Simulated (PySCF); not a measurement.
Ga(H)(Et)(OEt), SMILES CC[O][GaH][CH2]C (C₄H₁₁GaO), singlet (GFN2-xTB optimised geometry):

```
17

Ga    -0.849     1.321     0.000
H     -1.807     2.550     0.000
C      1.210     1.321     0.000
C      1.762     2.744    -0.041
H      1.566     0.746    -0.862
H      1.566     0.798     0.895
H      1.412     3.319     0.817
H      1.434     3.261    -0.943
H      2.853     2.740    -0.027
O     -1.914    -0.034     0.004
C     -2.209    -1.408    -0.006
C     -0.950    -2.263    -0.082
H     -2.767    -1.651     0.907
H     -2.853    -1.619    -0.870
H     -0.313    -2.051     0.776
H     -1.209    -3.319    -0.086
H     -0.400    -2.023    -0.992
```

Computed with B3LYP/def2-SVP (PySCF).

**Question.** What are the frontier orbital energies and the dipole moment?

**Answer.** HOMO-2 -8.05 eV, HOMO-1 -7.43 eV, HOMO -6.66 eV, LUMO -0.76 eV, LUMO+1 0.51 eV; dipole moment 1.51 D.

On the same geometry PBE/def2-SVP (PySCF) gives HOMO-2 -6.88 eV, HOMO-1 -6.23 eV, HOMO -5.55 eV, LUMO -1.29 eV, LUMO+1 -0.06 eV; dipole moment 1.48 D.

Meta-Löwdin charges at B3LYP/def2-SVP: Ga1 0.55, H2 -0.09, C3 -0.35, C4 -0.27, H5 0.10, H6 0.10, H7 0.09, H8 0.09, H9 0.09, O10 -0.53, C11 0.07, C12 -0.29, H13 0.09, H14 0.09, H15 0.09, H16 0.09, H17 0.09.
